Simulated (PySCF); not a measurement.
These 2 structures share the formula C2H8N2OSi. Computed with PySCF 2.14.0, PBE0-D3(BJ)/def2-SVP geometry optimisation, gas phase. Energies are electronic, without zero-point or thermal terms, for one conformer each. No frequencies were run at this level. Point groups hold within 0.08 Å.

Problem. Rank from lowest to highest electronic energy at this level (kcal/mol).
A. `[CH3:1][C:2](=[O:3])[SiH:4]([NH2:5])[NH2:6]` with C1–C2–Si4–N5 -171°, C2–Si4–N5–H -13° and -166°, C2–Si4–N6–H -78° and 131°
B. `[CH3:1][NH:2][SiH2:3][C:4]([NH2:5])=[O:6]` with C1–N2–Si3–C4 -74°, N2–Si3–C4–N5 -15°, Si3–C4–N5–H -177° and -2°

Solution. A (0.0), B (12.9).

As drawn, the higher has a C(=O)–N unit, which the lower lacks.

| SMILES | E (Eh) | E rel (kcal/mol) | dipole (D) | point group | A, B, C (MHz) |
| --- | --- | --- | --- | --- | --- |
| CC(=O)[SiH](N)N | -554.59297 | 0.0 | 2.70 | C1 | 3791, 2311, 1579 |
| CN[SiH2]C(N)=O | -554.57242 | 12.9 | 4.58 | C1 | 4786, 1835, 1502 |

Problem. How do the relative energies change in single points at B3LYP/pcSseg-1 (no added dispersion term) on the same geometries?

Solution. 
```tsv
SMILES	PBE0-D3(BJ)/def2-SVP (kcal/mol)	B3LYP/pcSseg-1 (kcal/mol)	shift
CC(=O)[SiH](N)N	0.0	0.0	0.0
CN[SiH2]C(N)=O	12.9	15.6	+2.7
```

Each column counts from its own lowest isomer. The order is unchanged; the largest shift is 2.7 kcal/mol.
